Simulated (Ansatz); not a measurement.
`[NH2][Cd][F]` + HCl → `[NH2][Cd][Cl]` + H–F at 400 K and 1 bar (ligand exchange at a Cd–F bond).

Calculated with Ansatz (gas phase, PBE0-D4/def2-TZVP geometries, no zero-point term in ΔE). CCSD(T)/CBS adds triple-zeta CCSD(T) − MP2 to the extrapolated MP2 energy (def2 sets, frozen cores). This one scheme is used for every species. def2 core potentials past Kr. For Cd outer-core shells are correlated without core-valence functions, which leaves a few kJ/mol of doubt a bond. Each species was taken in one conformer, which may not be the lowest.

```csv
species,CCSD(T)/CBS energy (Eh),H − E (kJ/mol),S (J/(mol·K))
`[NH2][Cd][F]`,-323.42384,91.3,312.8
HCl,-460.38127,29.6,195.4
`[NH2][Cd][Cl]`,-683.44247,90.4,325.4
H–F,-100.39570,36.5,182.2
```

H − E and S are ideal-gas, rigid-rotor, harmonic terms from PBE0-D4/def2-TZVP, for one conformer and one mirror image of each species. 1 Eh = 2625.50 kJ/mol, R = 8.31446 J/(mol·K).

By hand: ΔE, ΔH, ΔS and ΔG.

ΔE = (-683.44247) + (-100.39570) − (-323.42384) − (-460.38127) = -0.03306 Eh = -86.8 kJ/mol. Δ(H − E) = 90.4 + 36.5 − 91.3 − 29.6 = 6.0, so ΔH = -80.8 kJ/mol. ΔS = 325.4 + 182.2 − 312.8 − 195.4 = -0.6 J/(mol·K). ΔG = -80.8 − 400 × (-0.6)/1000 = -80.6 kJ/mol.

By hand: the equilibrium constant, and the temperature at which ΔG would vanish if ΔH and ΔS stayed fixed.

log₁₀ K = −ΔG/(RT ln 10) = 10.5. ΔG = 0 at ΔH/ΔS = 134667 K, far beyond where these terms or the molecules hold.

The number of gas molecules stays the same, so ΔS is small and ΔH decides. A doubt of 5 kJ/mol in ΔE shifts log₁₀ K by 0.7 here. Other conformers and mirror images would add mixing entropy, several J/(mol·K) or more a flexible species. These are equilibria of isolated gas molecules and say nothing of rates. Largest T1 diagnostic: 0.016 (customary marks: 0.02 for closed shells, 0.045 for open ones).
